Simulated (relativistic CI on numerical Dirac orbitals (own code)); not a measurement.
Method of calculation: Dirac-Coulomb-Breit CI, KLI orbitals optimised for each configuration, QED by a radiative potential, unscaled Slater integrals (own radial code, finite nucleus).

The strongest absorption lines from the ground level of an ion, among the configurations computed and to levels below about 139 eV (vacuum wavelength in Å, gf): 162.39 (0.64), 164.81 (4.4), 170.76 (0.58), 172.33 (1), 172.55 (2.3), 185.58 (0.17), 316.14 (0.075), 328.24 (0.2).

**Question.** Which ion is it?
A. Mn X
B. Co X
C. Co XII
D. Ga XVI

**Answer.** C. Co XII has 16 electrons and the ground level 3s²3p⁴ ³P2; the strongest line goes to 3s²3p³3d ³D°3. The pattern of lines fixes the number of electrons, and along that sequence the line energies rise steadily with the charge (about as its square where n changes within one kind of shell, about linearly where n is kept but much faster in heavy ions where fine structure, which grows about as Z⁴, sets the gap, and irregularly where shells cross), which fixes Z. Configurations outside the model, such as inner-shell arrays, can give stronger lines. At this charge energies of transitions that change n are usually good to better than 1 %, and those within a shell (Δn = 0) to a few per cent.

LS names give the leading component of a level, which can be under half, so a name can repeat, a term be missing and a line seem to break the LS rules.
